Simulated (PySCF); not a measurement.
**Electron correlation in N²⁺ (nitrogen, charge +2)**

[He] 2s2 2p1, 2P determinant. Calculation: PySCF 2.14, in cc-pVDZ (3s2p1d, 14 functions); no relativity, point nucleus. Frozen: 1s2; 3 electrons correlated.

MP2 pair energies summed by pair of shells (mhartree):

```json
{"pair": "2s-2s", "energy": "-29.61", "share (%)": "64.7"}
{"pair": "2s-2p", "energy": "-16.16", "share (%)": "35.3"}
```

Total MP2 correlation energy: -45.77 mhartree.

Same-spin part -2.32 and opposite-spin part -43.45 mhartree; SCS-MP2 scales them by 1/3 and 6/5 to -52.91 mhartree.

| level | correlation energy (mhartree) |
| --- | --- |
| CCSD | -74.32 |
| (T) | -0.54 |
| CCSD(T) | -74.86 |

Diagnostics: T1 = 0.0065, D1 = 0.0121, largest double amplitude 0.139.

Cost of the coupled-cluster step: 0.05 s of wall time on 1 thread of Intel(R) Xeon(R) 6975P-C (shared host), for 3 correlated electrons.

Iterations:

```
CC2 = 0
CCSD nocc = (np.int64(2), np.int64(1)), nmo = (13, 13)
frozen orbitals [[0], [0]]
max_cycle = 100
direct = 0
conv_tol = 1e-08
conv_tol_normt = 1e-06
diis_space = 8
diis_start_cycle = 0
Init t2, MP2 energy = -0.0457718246253705
Init E_corr(UCCSD) = -0.0457718246256789
cycle = 1  E_corr(UCCSD) = -0.0619581274989778  dE = -0.0161863029  norm(t1,t2) = 0.053678
cycle = 2  E_corr(UCCSD) = -0.0685563774849113  dE = -0.00659824999  norm(t1,t2) = 0.0257946
cycle = 3  E_corr(UCCSD) = -0.0744027267783278  dE = -0.00584634929  norm(t1,t2) = 0.0129129
cycle = 4  E_corr(UCCSD) = -0.0742932950739718  dE = 0.000109431704  norm(t1,t2) = 0.000851868
cycle = 5  E_corr(UCCSD) = -0.0743264436967368  dE = -3.31486228e-05  norm(t1,t2) = 0.000105969
cycle = 6  E_corr(UCCSD) = -0.0743128682279714  dE = 1.35754688e-05  norm(t1,t2) = 2.36672e-05
cycle = 7  E_corr(UCCSD) = -0.0743170822534576  dE = -4.21402549e-06  norm(t1,t2) = 8.70926e-06
cycle = 8  E_corr(UCCSD) = -0.0743169522149099  dE = 1.30038548e-07  norm(t1,t2) = 7.03827e-07
cycle = 9  E_corr(UCCSD) = -0.0743168954185725  dE = 5.67963374e-08  norm(t1,t2) = 2.51465e-07
cycle = 10  E_corr(UCCSD) = -0.0743168411496883  dE = 5.42688842e-08  norm(t1,t2) = 1.24842e-07
cycle = 11  E_corr(UCCSD) = -0.0743168392545181  dE = 1.89517023e-09  norm(t1,t2) = 5.18532e-09
UCCSD converged
E(UCCSD) = -52.87996100763221  E_corr = -0.07431683925451811
UCCSD(T) correction = -0.000542999051027313
```
